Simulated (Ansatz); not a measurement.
The same path of CH₆Ge (8 atoms, charge 0, multiplicity 1) was run twice with different band settings. Lost on the way: Ge1–H2, Ge1–C3. Made: H2–C3.

Level of theory: RKS BHLYP-D4/def2-SVP (Ansatz).

Relaxed end points:

```xyz
8
Properties=species:S:1:pos:R:3
Ge 0.182 -0.027 0.360
H -0.256 -0.295 1.805
C 2.130 0.030 0.239
H 2.560 -0.922 0.558
H 2.443 0.224 -0.789
H 2.528 0.822 0.878
H -0.421 1.309 -0.094
H -0.376 -1.142 -0.534
```

```xyz
8
Properties=species:S:1:pos:R:3
Ge -0.933 0.083 0.313
H 1.331 -0.230 1.398
C 2.162 -0.049 0.705
H 2.701 -0.986 0.560
H 1.810 0.316 -0.262
H 2.816 0.700 1.154
H -0.537 1.220 -0.718
H -0.561 -1.053 -0.727
```

Common settings: movable images 9; climbing image yes; optimiser quadratic models (default); start path through a guess of the saddle point; force threshold 0.03 eV/Å; iteration limit 60; end points relaxed.

| run | spring |
| --- | --- |
| 1 | 5.0 eV/Å² |
| 2 | 50.0 eV/Å² |

(1) What does each run give, and how far can it be trusted?

Results:

(1) Run 1: converged after 21 iterations, highest image 2.981 eV above the first end. A vibrational analysis at the climbing image gives one clearly imaginary mode, 1340i cm⁻¹: a first-order saddle point.
Run 2: converged after 19 iterations, highest image 2.981 eV above the first end. Another band between the same ends (9 images) ends at a top of the same energy, where a vibrational analysis finds 1 clearly imaginary mode.
The orbitals stay closed-shell, which can raise the energy where a bond breaks towards radicals; this wasn't checked here.
